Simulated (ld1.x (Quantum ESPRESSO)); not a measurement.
B (Z = 5): variants of one TM potential

Base potential:

* Element: B (Z = 5)
* Generator: ld1.x (Quantum ESPRESSO) 7.5
* Type: norm-conserving Troullier–Martins (Kleinman–Bylander form)
* Functional: LDA (PZ)
* Relativity: non-relativistic
* Frozen core: [He]
* Valence charge: 3
* Reference configuration: 2s1.5 2p0 (charge +1.5)
* Partial waves: 2s (bound): rc 1.05 bohr; 2p (bound, empty): rc 2.00 bohr; 3d channel at 0.05 Ry: rc 2.05 bohr
* Local potential: all-electron potential smoothed inside 1.35 bohr (lloc = -1)
* Core correction: Bessel-smoothed model core inside 0.90 bohr

All-electron outer shells of the reference configuration (LDA (PZ), non-relativistic, ld1.x):

```tsv
shell	level (eV)	outermost node (bohr)	outermost maximum (bohr)
2s	-25.26	0.46	1.41
2p	-19.33	–	1.32
```

Cutoffs, loose and tight: the cutoffs (Ry, on a coarse ladder) from which the occupation-weighted sum of valence levels, in a spherical-Bessel basis at the reference potential, stays within 10 and 1 mRy of its value at 400 Ry. They do not see the model core or the augmentation charge, which bear on the density cutoff. Test errors are all-electron minus pseudo excitation energies from the reference, over the configurations 2s2 2p1; 2s2 2p0; 2s1 2p0; 2s1 2p1; 2s2 2p1.3; 2s1 2p2; 2s0 2p3 (two spin-polarised tests are not counted in the largest error). A dash means not determined; rows that change the core or the reference have their own tests.

A true bound ghost makes a file unfit for plane-wave use even where its test errors are small: the radial tests pick states by their node count and pass the ghost by.

Cutoffs are not given where the Bessel-basis levels miss the radial ones by over 6 mRy, ghosts where they miss by over 20 mRy; a channel whose overlap is not positive is not tested.

A file whose overlap is not positive is unfit for use, and its test errors describe a broken file.

| change | outcome | cutoff, loose | cutoff, tight | bound ghosts | largest test error (meV) |
| --- | --- | --- | --- | --- | --- |
| base | generated | 40 Ry | 80 Ry | none | +81 |
| type ultrasoft; waves now 2s (bound): rcut 0.90, rcutus 1.05 bohr; 2s channel at 2.45 Ry: rcut 0.90, rcutus 1.05 bohr; 2p (bound): rcut 1.75, rcutus 2.00 bohr; 2p channel at 3.35 Ry: rcut 1.75, rcutus 2.00 bohr; 3d channel at 0.05 Ry: rcut 1.80, rcutus 2.05 bohr; 3d channel at 2 Ry: rcut 1.80, rcutus 2.05 bohr; local potential all-electron potential smoothed inside 0.85 bohr (lloc = -1); augmentation built from norm-conserving waves at rcut, not smoothed further | generated, overlap not positive | – | – | p (d not tested, overlap not positive) | test run stopped at test 1 of 9 (negative rho) |
| core correction Bessel-smoothed model core inside 1.20 bohr | generated | 40 Ry | 80 Ry | none | +105 |
| wave 3d channel at 0.05 Ry: rc 2.05 bohr becomes 3d channel at 2.77 Ry: rc 2.05 bohr | generated | 40 Ry | 80 Ry | none | +81 |
| local potential all-electron potential smoothed inside 1.12 bohr (lloc = -1) | generated | 40 Ry | 80 Ry | none | +81 |
| wave 2s (bound): rc 1.05 bohr becomes 2s (bound): rc 1.14 bohr | generated | 21 Ry | 60 Ry | none | +74 |
| wave 3d channel at 0.05 Ry: rc 2.05 bohr becomes 3d channel at 0.05 Ry: rc 2.84 bohr | generated | 40 Ry | 80 Ry | none | +81 |
| local potential the d channel | generated | 40 Ry | 80 Ry | none | +83 |
| wave 2p (bound): rc 2.00 bohr becomes 2p (bound): rc 2.58 bohr | generated | 40 Ry | 80 Ry | none | +219 |

(1) What comes out with this change to the base: functional BLYP?

Results:

(1) outcome: generated; cutoff, loose: 25 Ry; cutoff, tight: 80 Ry; bound ghosts: none; largest test error (meV): +106.
